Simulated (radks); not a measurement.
Results of a calculation; reference values are marked as such.
Task: The mean radii <r> (bohr) of the occupied orbitals of an atom or ion are listed with their occupations. Level of theory: non-relativistic Kohn-Sham, PBE, spin-polarised, spherical densities, point nucleus (a radial shooting solver on a logarithmic mesh with Libxc functionals).

orbital  occ.      <r>
1s up       1  0.02370
1s down     1  0.02370
2s up       1   0.1009
2s down     1   0.1009
2p up       3  0.08555
2p down     3  0.08554
3s up       1   0.2586
3s down     1   0.2584
3p up       3   0.2482
3p down     3   0.2480
3d up       5   0.2197
3d down     5   0.2197
4s up       1   0.5386
4s down     1   0.5392
4p up       3   0.5410
4p down     3   0.5416
4d up       3   0.5402

Name the element and its charge. Open shells, if any, are filled with parallel spins first.

Result: Z = 64, gadolinium, charge +25: Gd25+ in [Kr] 4d3. The 1s radius gives Z: for a bare nucleus <r> = 1.5/Z, 0.02344 bohr for Z = 64, and screening makes it slightly larger (0.02370 here). The occupations add up to 39, and the charge is Z minus that.
